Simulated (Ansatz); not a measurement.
Consider the atomization: `O[SiH2][S][GeH3]` → Ge• + 6 H• + O• + S• + Si•.

Computed with Ansatz on PBE0-D4/def2-TZVP structures; ΔE is electronic, products minus reactants. CCSD(T)/CBS is the MP2 limit (def2-TZVPP, def2-QZVPP) plus CCSD(T) − MP2 in def2-TZVPP, frozen cores. This one scheme is used for every species, atoms too. For atomizations the MP2-based limit and the directly extrapolated one differ by several kJ/mol either way, and by 10 to 25 for some Ge, Se and Sn compounds, so smaller differences from it don't rank the levels. Functionals use def2-TZVPP. B3LYP here is the variant with VWN-RPA as its local correlation; programs differ in this. HSE06 is defined as in plane-wave codes. No spin–orbit coupling; open shells (•) take unrestricted orbitals. Spin–orbit coupling would lower the free atoms: a little for O, S, Si; clearly for Ge. For Ge outer-core shells are correlated without core-valence functions, so the limit isn't a true one: a few kJ/mol of doubt a bond, and 10 to 20 or more in all where bonds break to atoms. Scalar relativity is left out up to krypton. One conformer a species, not always the lowest.

**Question.** What is ΔE at CCSD(T)/CBS? (Best estimate.)

**Answer.** Computed: +746.6 kcal/mol.

**Question.** What do these levels give: LDA (SPW92), B97M-V, B3LYP-D4, HSE06-D4, BHLYP-D4, CAM-B3LYP? (Best estimate.)

**Answer.** Computed: LDA (SPW92) 837.5, B97M-V 750.0, B3LYP-D4 736.1, HSE06-D4 731.8, BHLYP-D4 722.2, CAM-B3LYP 734.9 kcal/mol.

Largest T1 diagnostic among the species: 0.012.

At CCSD(T), def2-SVP lies −64.9 kcal/mol from the extrapolated value and def2-TZVPP −20.5 kcal/mol: correlation converges slowly with the basis, and small sets miss more of it in the bonded molecule than in its fragments. From BLYP to BHLYP (50 % exact exchange), in def2-TZVPP and without D4, ΔE moves by −4.0 kcal/mol: exact exchange takes away binding that semilocal exchange gives to molecules.
